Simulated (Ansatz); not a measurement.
Species: C5H10, SMILES `C=CCCC` (C–C–C–C torsion -119°, C–C–C–C torsion -178°) (charge 0, multiplicity 1).

Task: Give a relaxed geometry from PBE0-D3(BJ)/def2-TZVP (Ansatz, a program for electronic structure).

Result: One answer among several that fit: the end point of this relaxation, one of several conformers (outside a Z-matrix the atoms follow the SMILES, hydrogens last).
Bonded distances (Å): C1–C2 1.325, C1–H6 1.084, C1–H7 1.086, C2–C3 1.491, C2–H8 1.089, C3–C4 1.526, C3–H9 1.095, C3–H10 1.098, C4–C5 1.518, C4–H11 1.096, C4–H12 1.095, C5–H13 1.094, C5–H14 1.094, C5–H15 1.092. Angles (°): C2–C1–H6 121.7, C2–C1–H7 121.3, H6–C1–H7 117.0, C1–C2–C3 125.2, C1–C2–H8 118.9, C3–C2–H8 115.9, C2–C3–C4 112.9, C2–C3–H9 109.7, C2–C3–H10 109.3, C4–C3–H9 109.8, C4–C3–H10 108.5, H9–C3–H10 106.6, C3–C4–C5 112.6, C3–C4–H11 109.1, C3–C4–H12 108.9, C5–C4–H11 109.8, C5–C4–H12 110.0, H11–C4–H12 106.1, C4–C5–H13 111.1, C4–C5–H14 111.1, C4–C5–H15 111.5, H13–C5–H14 107.5, H13–C5–H15 107.7, H14–C5–H15 107.7.
